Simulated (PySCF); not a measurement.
# Computed records: CH$_{7}$BGeSi

Calculation on a computer-drawn molecule: the log of a Hartree-Fock and frozen-core CCSD(T) single point meant for a local Hartree-Fock minimum, with one planted fault or none, to be diagnosed. Offsets are logged minus clean, where the clean run is the same molecule without the fault. The reference is restricted for singlets and unrestricted otherwise, and also for a bond in bohr or an excited solution. Adding or removing an electron swaps singlet and doublet. The excited solution moves the top pair (singlet) or top alpha electron (doublet) to the lowest empty orbital. Highest occupied and lowest empty are orbital energies over both spins, largest force is the largest gradient component, triples share is (T) over the correlation energy, the T1 limit is 0.02 restricted and 0.045 unrestricted, electrons count all cores, a negative frequency is imaginary (commonest isotopes), and the dipole is about the centre of nuclear charge; on germanium a core potential holds 10 electrons, which the energies leave out, and 3d is frozen in MP2 and coupled-cluster steps. Program: PySCF 2.14.0.

Entry: CH$_{7}$BGeSi

Logged structure:
```xyz
11
CH7BGeSi
B     -0.8561     2.7543    -2.5288
Ge    -1.8358     1.4740    -1.2118
Si    -0.2259    -0.1077    -0.3964
C      1.2950    -0.3299    -1.1204
H     -0.6756     2.4290    -3.6670
H     -0.4319     3.8089    -2.1532
H     -2.9775     0.6950    -1.8810
H     -2.4289     2.2003     0.0044
H     -0.5895    -0.8940     0.8000
H      1.6075     0.2216    -2.0009
H      2.0230    -1.0410    -0.7440
```

- meant charge: 0
- meant multiplicity: 1
- meant basis: cc-pV(D+d)Z
- meant basis and core potential on germanium: cc-pVDZ-PP ECP10MDF
- logged electrons: 64
- logged basis functions: 109
- logged SCF converged: yes
- logged spin squared: 0
- logged highest occupied: -8.4423 eV
- logged lowest empty: 1.1213 eV
- logged largest force: 1.961e-05 hartree/bohr
- logged lowest frequency: 22.541 cm⁻¹
- logged T1 diagnostic: 0.014729
- logged D1 diagnostic: 0.044072
- logged triples share: 0.033481
- logged CC converged: yes
- logged dipole magnitude: 1.007 debye
- logged SCF stable within its kind: yes
- logged energy HF: -648.85485 hartree
- logged energy CCSD(T): -649.35084 hartree
- possible faults: no fault, one electron removed, one electron added, multiplicity raised by two, geometry at a saddle point, SCF held on an excited solution, minimal basis STO-3G, one bond length entered in bohr, all coordinates scaled
- planted fault: ?

Drawn bonds:
```
atom  other atom  order
   1           2      1
   2           3      1
   3           4      2
   1           5      1
   1           6      1
   2           7      1
   2           8      1
   3           9      1
   4          10      1
   4          11      1
```

Question: Give the missing planted fault for CH$_{7}$BGeSi.
Answer: no fault

Further results for CH$_{7}$BGeSi:

* HF energy offset from clean run: 0 kcal/mol
* CCSD(T) energy offset from clean run: 0 kcal/mol
